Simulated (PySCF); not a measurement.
**Ni: excitation energy**

Ni [Ar] 3d8 4s2 (3F) → Ni [Ar] 3d9 4s1 (3D), as a difference of total energies. Computed with PySCF 2.14 in x2c-TZVPPall, with the spin-free X2C one-electron Hamiltonian (Gaussian nucleus). Correlated levels: valence: [Ar] frozen. The calculations carry no spin-orbit coupling.

| method | excitation energy (eV) |
| --- | --- |
| UHF | 1.749 |
| MP2 (valence) | -0.428 |
| SCS-MP2 (valence) | -0.055 |
| CCSD (valence) | 0.528 |
| CCSD(T) (valence) | 0.381 |

Task: How much does correlation contribute at CCSD(T) (valence)?

Result: 0.381 − (1.749) = -1.368 eV, measured against UHF.

A first-order spin-orbit estimate (lowest level to lowest level, LS coupling) adds 0.049 eV.
